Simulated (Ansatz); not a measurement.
`[SiH3]C[SiH2][SbH2]` → `[SbH2]`• + `[SiH2]C[SiH3]`• at 298.15 K and 1 bar (homolysis of the Sb–Si bond).

Computed with Ansatz on PBE0-D4/def2-TZVP structures; ΔE is electronic, products minus reactants. CCSD(T)/CBS adds triple-zeta CCSD(T) − MP2 to the extrapolated MP2 energy (def2 sets, frozen cores). No spin–orbit coupling; open shells (•) take unrestricted orbitals. Elements past krypton have def2 core potentials. For Sb outer-core shells are correlated without core-valence functions, which leaves a few kJ/mol of doubt a bond. One conformer a species, not always the lowest.

| species | CCSD(T)/CBS energy (Eh) | H − E (kJ/mol) | S (J/(mol·K)) |
| --- | --- | --- | --- |
| `[SiH3]C[SiH2][SbH2]` | -861.63950 | 242.8 | 395.4 |
| `[SbH2]`• | -241.17235 | 38.6 | 234.5 |
| `[SiH2]C[SiH3]`• | -620.36379 | 194.0 | 327.5 |

H − E and S are ideal-gas, rigid-rotor, harmonic terms from PBE0-D4/def2-TZVP, for one conformer and one mirror image of each species, with the whole ground term of open shells counted as degenerate. 1 Eh = 2625.50 kJ/mol, R = 8.31446 J/(mol·K).

Q: By hand: ΔE, ΔH, ΔS and ΔG.

A: ΔE = (-241.17235) + (-620.36379) − (-861.63950) = 0.10336 Eh = 271.4 kJ/mol. Δ(H − E) = 38.6 + 194.0 − 242.8 = -10.2, so ΔH = 261.2 kJ/mol. ΔS = 234.5 + 327.5 − 395.4 = 166.6 J/(mol·K). ΔG = 261.2 − 298.15 × (166.6)/1000 = 211.5 kJ/mol.

Q: By hand: the equilibrium constant, and the temperature at which ΔG would vanish if ΔH and ΔS stayed fixed.

A: log₁₀ K = −ΔG/(RT ln 10) = -37.1. ΔG = 0 at ΔH/ΔS = 1568 K.

The number of gas molecules changes by +1, which sets the sign of ΔS. A doubt of 5 kJ/mol in ΔE shifts log₁₀ K by 0.9 here. Other conformers and mirror images would add mixing entropy, several J/(mol·K) or more a flexible species. Modes under 60 cm⁻¹, often nearly free rotors, make the harmonic entropy too high. These are equilibria of isolated gas molecules and say nothing of rates. Largest T1 diagnostic: 0.014 (customary marks: 0.02 for closed shells, 0.045 for open ones).
